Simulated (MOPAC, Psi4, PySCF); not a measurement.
Torsional profile of SMILES S[SiH2]N. Scanned: dihedral N1–Si2–S3–H8; all other coordinates were relaxed at GFN2-xTB. Points at φ and −φ are mirror images. Heavy atoms are numbered in the order of the SMILES N[SiH2]S, hydrogens after them in the order of the atoms that carry them; the mirror image has the same energies with the sign of each dihedral reversed.

RMP2/6-31G* = restricted MP2 (frozen core)/6-31G*, spherical d // GFN2-xTB (PySCF); AM1, restricted, heats of formation // GFN2-xTB (MOPAC); RKS-B3LYP/6-31G* = restricted B3LYP/6-31G*, spherical d // GFN2-xTB (PySCF); MP2/cc-pVTZ = DF-MP2 (frozen core)/cc-pVTZ // GFN2-xTB run with Psi4.

Energies relative to the lowest point of each profile, in eV; the last columns give the difference from MP2:

```csv
φ / °,RMP2/6-31G*,AM1,RKS-B3LYP/6-31G*,MP2/cc-pVTZ,RMP2/6-31G* − MP2/cc-pVTZ,AM1 − MP2/cc-pVTZ,RKS-B3LYP/6-31G* − MP2/cc-pVTZ
-165,0.136,0.084,0.135,0.105,0.031,-0.020,0.031
-150,0.144,0.077,0.142,0.115,0.029,-0.038,0.027
-135,0.140,0.060,0.135,0.115,0.025,-0.055,0.020
-120,0.123,0.040,0.116,0.102,0.020,-0.063,0.014
-105,0.093,0.020,0.086,0.077,0.016,-0.056,0.009
-90,0.055,0.007,0.050,0.044,0.011,-0.038,0.005
-75,0.020,0.000,0.017,0.015,0.005,-0.015,0.002
-60,0.000,0.003,0.000,0.000,0.000,0.003,0.000
-45,0.004,0.014,0.006,0.005,-0.001,0.009,0.001
-30,0.035,0.032,0.038,0.032,0.003,-0.001,0.005
-15,0.085,0.051,0.087,0.074,0.011,-0.023,0.013
0,0.136,0.065,0.136,0.115,0.021,-0.050,0.021
15,0.085,0.051,0.087,0.074,0.011,-0.023,0.013
30,0.035,0.032,0.038,0.032,0.003,-0.001,0.005
45,0.004,0.014,0.006,0.005,-0.001,0.009,0.001
60,0.000,0.003,0.000,0.000,0.000,0.003,0.000
75,0.020,0.000,0.017,0.015,0.005,-0.015,0.002
90,0.055,0.007,0.050,0.044,0.011,-0.038,0.005
105,0.093,0.020,0.086,0.077,0.016,-0.056,0.009
120,0.123,0.040,0.116,0.102,0.020,-0.063,0.014
135,0.140,0.060,0.135,0.115,0.025,-0.055,0.020
150,0.144,0.077,0.142,0.115,0.029,-0.038,0.027
165,0.136,0.084,0.135,0.105,0.031,-0.020,0.031
180,0.115,0.078,0.115,0.086,0.029,-0.007,0.029
```

RMP2/6-31G* is furthest from MP2/cc-pVTZ at -165 (0.031 eV, above); its mean absolute difference over the points is 0.015 eV.

AM1 is furthest from MP2/cc-pVTZ at -120 (-0.063 eV, below); its mean absolute difference over the points is 0.029 eV.

RKS-B3LYP/6-31G* is furthest from MP2/cc-pVTZ at -165 (0.031 eV, above); its mean absolute difference over the points is 0.013 eV.
